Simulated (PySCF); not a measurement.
CS2, triplet, at a GFN2-xTB geometry (a higher spin typed on purpose: for a closed-shell molecule this is an excited state), with bond 3-2 at 2.0 times its length; PBE0/def2-SVP (PySCF).

The PySCF input:
```python
from pyscf import gto, scf, dft

mol = gto.M(
    atom='''
S    -1.458793    0.087197    0.139066
C    -0.017193   -0.124188   -0.584844
S     2.947673    0.042934    0.745345
''',
    basis='def2-svp',
    charge=0,
    spin=2,
    verbose=4,
)

mf = dft.UKS(mol)
mf.xc = 'pbe0'
mf.init_guess = 'mod_huckel'
mf.kernel()
```

Question: What does PySCF print? Leave out banner, timings and long lists.

Answer: 
```
PySCF version 2.14.0

[INPUT] verbose = 4
[INPUT] num. atoms = 3
[INPUT] num. electrons = 38
[INPUT] charge = 0
[INPUT] spin (= nelec alpha-beta = 2S) = 2
[INPUT] symmetry False subgroup None
[INPUT] Mole.unit = angstrom
[INPUT] Symbol           X                Y                Z      unit          X                Y                Z       unit  Magmom
[INPUT]  1 S     -1.458793000000   0.087197000000   0.139066000000 AA   -2.756719242433   0.164778448884   0.262796653239 Bohr   0.0
[INPUT]  2 C     -0.017193000000  -0.124188000000  -0.584844000000 AA   -0.032490061260  -0.234681307957  -1.105194985595 Bohr   0.0
[INPUT]  3 S      2.947673000000   0.042934000000   0.745345000000 AA    5.570294674775   0.081133501432   1.408497918314 Bohr   0.0

nuclear repulsion = 77.2921474776363
number of shells = 22
number of NR pGTOs = 96
number of NR cGTOs = 50
basis = def2-svp
ecp = {}

******** <class 'pyscf.dft.uks.UKS'> ********
method = UKS
initial guess = mod_huckel
damping factor = 0
level_shift factor = 0
DIIS = <class 'pyscf.scf.diis.CDIIS'>
diis_start_cycle = 1
diis_space = 8
diis_damp = 0
SCF conv_tol = 1e-09
SCF conv_tol_grad = None
SCF max_cycles = 50
direct_scf = True
direct_scf_tol = 1e-13
number electrons alpha = 20  beta = 18
XC library pyscf.dft.libxc version 7.1.2
    S. Lehtola, C. Steigemann, M. J. T. Oliveira, and M. A. L. Marques,  SoftwareX 7, 1–5 (2018)
XC functionals = pbe0
    C. Adamo and V. Barone,  J. Chem. Phys. 110, 6158 (1999)
    M. Ernzerhof and G. E. Scuseria,  J. Chem. Phys. 110, 5029 (1999)
radial grids:
    Treutler-Ahlrichs [JCP 102, 346 (1995); DOI:10.1063/1.469408] (M4) radial grids

becke partition: Becke, JCP 88, 2547 (1988); DOI:10.1063/1.454033
pruning grids: <function nwchem_prune>
grids dens level: 3
symmetrized grids: False
atomic radii adjust function: <function treutler_atomic_radii_adjust>
small_rho_cutoff = 0
Set gradient conv threshold to 3.16228e-05
Initial guess from on-the-fly Huckel, doi:10.1021/acs.jctc.8b01089,
employing the updated GWH rule from doi:10.1021/ja00480a005.
Spherically averaged atomic HF for {'C', 'S'}

******** <class 'pyscf.scf.atom_hf.AtomSphAverageRHF'> ********
method = AtomSphAverageRHF
initial guess = minao
damping factor = 0
level_shift factor = 0
DIIS = <class 'pyscf.scf.diis.CDIIS'>
diis_start_cycle = 1
diis_space = 8
diis_damp = 0
SCF conv_tol = 1e-09
SCF conv_tol_grad = None
SCF max_cycles = 50
direct_scf = True
direct_scf_tol = 1e-13
atom = S
Set gradient conv threshold to 3.16228e-05
Initial guess from minao.
init E= -397.022043699383
cycle= 1 E= -397.054064985953  delta_E= -0.032  |g|=    0  |ddm|= 0.137
cycle= 2 E= -397.054130671181  delta_E= -6.57e-05  |g|=    0  |ddm|= 0.0346
cycle= 3 E= -397.054133500904  delta_E= -2.83e-06  |g|=    0  |ddm|= 0.00351
cycle= 4 E= -397.054133574247  delta_E= -7.33e-08  |g|=    0  |ddm|= 0.0016
cycle= 5 E= -397.05413357434  delta_E= -9.32e-11  |g|=    0  |ddm|= 2.03e-05
Extra cycle  E= -397.05413357434  delta_E= 2.27e-13  |g|=    0  |ddm|= 1.92e-07
Atomic HF for atom  S  converged. SCF energy = -397.05413357434

******** <class 'pyscf.scf.atom_hf.AtomSphAverageRHF'> ********
method = AtomSphAverageRHF
initial guess = minao
damping factor = 0
level_shift factor = 0
DIIS = <class 'pyscf.scf.diis.CDIIS'>
diis_start_cycle = 1
diis_space = 8
diis_damp = 0
SCF conv_tol = 1e-09
SCF conv_tol_grad = None
SCF max_cycles = 50
direct_scf = True
direct_scf_tol = 1e-13
atom = C
Set gradient conv threshold to 3.16228e-05
Initial guess from minao.
init E= -37.2333149440104
cycle= 1 E= -37.2800860473189  delta_E= -0.0468  |g|=    0  |ddm|= 0.442
cycle= 2 E= -37.2840519877499  delta_E= -0.00397  |g|=    0  |ddm|= 0.177
cycle= 3 E= -37.2844600537634  delta_E= -0.000408  |g|=    0  |ddm|= 0.0341
cycle= 4 E= -37.2844632102069  delta_E= -3.16e-06  |g|=    0  |ddm|= 0.00702
cycle= 5 E= -37.2844632104837  delta_E= -2.77e-10  |g|=    0  |ddm|= 4.49e-05
Extra cycle  E= -37.284463210485  delta_E= -1.39e-12  |g|=    0  |ddm|= 4.1e-06
Atomic HF for atom  C  converged. SCF energy = -37.284463210485

tot grids = 51880
init E= -832.653135582741

cycle= 1 E= -822.861172958432  delta_E= 9.79  |g|= 2.55  |ddm|= 4.13

cycle= 2 E= -788.925006609861  delta_E= 33.9  |g|= 3.15  |ddm|=  6.4
cycle= 3 E= -824.092498221672  delta_E= -35.2  |g|=  2.5  |ddm|= 9.78

cycle= 4 E= -832.36524443206  delta_E= -8.27  |g|= 0.85  |ddm|= 8.38
cycle= 5 E= -832.409478187901  delta_E= -0.0442  |g|= 0.855  |ddm|= 0.843
cycle= 6 E= -832.138920619789  delta_E= 0.271  |g|= 1.01  |ddm|= 0.534
cycle= 7 E= -831.821844352158  delta_E= 0.317  |g|=  1.2  |ddm|= 0.445
cycle= 8 E= -832.166383135617  delta_E= -0.345  |g|= 0.989  |ddm|= 0.49
cycle= 9 E= -832.388994063804  delta_E= -0.223  |g|= 0.841  |ddm|= 0.292
cycle= 10 E= -833.30438805088  delta_E= -0.915  |g|= 0.61  |ddm|= 1.09

cycle= 11 E= -830.723099991853  delta_E= 2.58  |g|= 1.23  |ddm|= 2.28
cycle= 12 E= -831.243557618743  delta_E= -0.52  |g|= 1.13  |ddm|= 0.461
cycle= 13 E= -832.051844161999  delta_E= -0.808  |g|= 1.18  |ddm|= 0.619
cycle= 14 E= -833.095190154261  delta_E= -1.04  |g|= 0.771  |ddm|= 0.781
cycle= 15 E= -833.552785580294  delta_E= -0.458  |g|= 0.332  |ddm|= 0.661
cycle= 16 E= -833.671362669942  delta_E= -0.119  |g|= 0.136  |ddm|= 0.478
cycle= 17 E= -833.693794140348  delta_E= -0.0224  |g|= 0.0593  |ddm|= 0.274
cycle= 18 E= -833.697216319595  delta_E= -0.00342  |g|= 0.0207  |ddm|= 0.119
cycle= 19 E= -833.697644967207  delta_E= -0.000429  |g|= 0.0037  |ddm|= 0.0451
cycle= 20 E= -833.697663367473  delta_E= -1.84e-05  |g|= 0.00132  |ddm|= 0.00955
cycle= 21 E= -833.697666194766  delta_E= -2.83e-06  |g|= 0.000823  |ddm|= 0.00288
cycle= 22 E= -833.697668050948  delta_E= -1.86e-06  |g|= 0.000626  |ddm|= 0.00281
cycle= 23 E= -833.697669142179  delta_E= -1.09e-06  |g|= 0.000291  |ddm|= 0.00232
cycle= 24 E= -833.697669648853  delta_E= -5.07e-07  |g|= 0.0001  |ddm|= 0.00234
cycle= 25 E= -833.697669704139  delta_E= -5.53e-08  |g|= 4.55e-05  |ddm|= 0.000733
cycle= 26 E= -833.697669718225  delta_E= -1.41e-08  |g|= 3.07e-05  |ddm|= 0.000321
cycle= 27 E= -833.697669726272  delta_E= -8.05e-09  |g|= 2.55e-05  |ddm|= 0.000206
cycle= 28 E= -833.697669735577  delta_E= -9.3e-09  |g|= 2.39e-05  |ddm|= 0.000254
cycle= 29 E= -833.697669744706  delta_E= -9.13e-09  |g|= 2.36e-05  |ddm|= 0.000256
cycle= 30 E= -833.697669752322  delta_E= -7.62e-09  |g|= 2.36e-05  |ddm|= 0.000214
cycle= 31 E= -833.697669754645  delta_E= -2.32e-09  |g|= 2.36e-05  |ddm|= 6.53e-05
cycle= 32 E= -833.69766974787  delta_E= 6.78e-09  |g|= 2.36e-05  |ddm|= 0.000191
cycle= 33 E= -833.697669689217  delta_E= 5.87e-08  |g|= 2.31e-05  |ddm|= 0.00168
cycle= 34 E= -833.697669588512  delta_E= 1.01e-07  |g|= 2.23e-05  |ddm|= 0.003
cycle= 35 E= -833.697669436306  delta_E= 1.52e-07  |g|= 2.12e-05  |ddm|= 0.00489
cycle= 36 E= -833.697669332914  delta_E= 1.03e-07  |g|= 1.99e-05  |ddm|= 0.00366
cycle= 37 E= -833.697669162669  delta_E= 1.7e-07  |g|= 1.98e-05  |ddm|= 0.00687
cycle= 38 E= -833.697669143609  delta_E= 1.91e-08  |g|= 1.84e-05  |ddm|= 0.000935
cycle= 39 E= -833.69766908539  delta_E= 5.82e-08  |g|= 1.78e-05  |ddm|= 0.00292
cycle= 40 E= -833.697669029915  delta_E= 5.55e-08  |g|= 1.78e-05  |ddm|= 0.00359
cycle= 41 E= -833.697668987911  delta_E= 4.2e-08  |g|= 1.63e-05  |ddm|= 0.00329
cycle= 42 E= -833.697668928473  delta_E= 5.94e-08  |g|= 1.3e-05  |ddm|= 0.00594
cycle= 43 E= -833.697668892702  delta_E= 3.58e-08  |g|= 1.54e-05  |ddm|= 0.00688
cycle= 44 E= -833.697668890255  delta_E= 2.45e-09  |g|= 6.58e-06  |ddm|= 0.00282
cycle= 45 E= -833.697668890039  delta_E= 2.16e-10  |g|= 6.43e-06  |ddm|= 0.00162
Extra cycle  E= -833.697668890102  delta_E= -6.3e-11  |g|= 2.36e-06  |ddm|= 1.4e-05
converged SCF energy = -833.697668890102  <S^2> = 2.0042721  2S+1 = 3.0028467
```
